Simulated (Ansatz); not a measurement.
```yaml
crystal:
  periodic: [false, false, false]
  atoms:
    - {symbol: In, position_ang: [0.501115, -1.224458, 1.209037]}
    - {symbol: In, position_ang: [0.805139, 1.567611, -0.326604]}
    - {symbol: In, position_ang: [-1.306253, -0.343153, -0.882433]}
basis:
  gaussian: {orbitals: def2-SVP}
magnetization: {spin_polarized: false, initial_magnetization: 1}
hamiltonian: {xc: {name: wB97X}}
```

```sh
$ ansatz run in.yaml --threads 2 --pin off --events-out ev --progress --plain --max-ram 4352MiB
```

It prints (some lines left out):

```
Functional definition: wB97X
1017 factors; integrals over basis functions are off by at most 3.9e-4 eV
255 factors; integrals over basis functions are off by at most 1.6e-5 eV
mean field evaluation 1: about -15524.1803 eV, gradient 5.6e0 eV
mean field evaluation 2: about -15524.1513 eV, gradient 5.7e0 eV
mean field evaluation 4: about -15524.3331 eV, gradient 5.0e-1 eV
mean field evaluation 8: about -15524.3357 eV, gradient 2.4e-2 eV
mean field evaluation 16: about -15524.3357 eV, gradient 4.3e-4 eV
mean field evaluation 32: about -15524.3408 eV, gradient 1.9e-4 eV
mean field evaluation 64: about -15524.2538 eV, gradient 8.6e-1 eV
mean field -15524.34077564 eV, -570.5090007286 hartree, gradient 3.1e-6 eV, S^2 0.750000; 8 other end points of the search recorded, 0 dependent functions left out
reference -15524.34075516 eV, -570.5089999759 hartree; 32, 31 occupied and 46, 47 virtual orbitals, 1017 factors
Total energy: -15524.34075516 eV, -570.5089999759 hartree
```

Run time 48 s (2 threads of Intel Xeon Platinum 8259CL on a shared host).

In the def2 sets In takes a core potential; there is no spin–orbit coupling.

With spin_polarized false and unpaired electrons the run is restricted open-shell.
